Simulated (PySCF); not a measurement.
AsH₃. Atoms are numbered in the order given.

```xyz
4

As     0.0000     0.0000     0.0723
H     -1.0974    -0.6336    -0.7954
H      0.0000     1.2671    -0.7954
H      1.0974    -0.6336    -0.7954
```

Geometry: PBE-D3(BJ)/def2-TZVPD.

The numbers are results of TDA-PBE0/def2-TZVPD in PySCF, not measurements.

Vertical excitations; the highest root listed may be one member of a degenerate set. Gas-phase values at a fixed geometry. State labels are in the subgroup Cs.

Computed UV-visible absorptions:
| state | symmetry | energy (eV) | λ (nm) | f | main pairs |
|---|---|---|---|---|---|
| S1 | A' | 6.81 | 182 | 0.161 | HOMO→LUMO 99 % |
| S2 | A' | 7.19 | 172 | 0.082 | HOMO→LUMO+2 (degenerate set) |
| S3 | A" | 7.19 | 172 | 0.082 | HOMO→LUMO+1 (degenerate set) |
| S4 | A" | 8.88 | 140 | 0.000 | HOMO−1→LUMO+1 50 %, HOMO−2→LUMO+2 50 % |
| S5 | A' | 9.09 | 136 | 0.109 | HOMO−1→LUMO (degenerate set) |
| S6 | A" | 9.09 | 136 | 0.109 | HOMO−2→LUMO (degenerate set) |
| S7 | A' | 9.17 | 135 | 0.000 | HOMO→LUMO+4 (degenerate set) |
| S8 | A" | 9.17 | 135 | 0.000 | HOMO→LUMO+3 (degenerate set) |
| S9 | A' | 9.29 | 133 | 0.069 | HOMO→LUMO+5 79 % |
| S10 | A' | 9.74 | 127 | 0.065 | HOMO→LUMO+6 87 % |
| T1 | A" | 5.78 | 215 | 0 | HOMO→LUMO+1 (degenerate set) |
| T2 | A' | 5.78 | 215 | 0 | HOMO→LUMO+2 (degenerate set) |
| T3 | A' | 6.37 | 195 | 0 | HOMO→LUMO 95 % |
| T4 | A' | 7.73 | 160 | 0 | HOMO−1→LUMO+2 46 %, HOMO−2→LUMO+1 46 % |
Triplets are in the Tamm–Dancoff approximation.
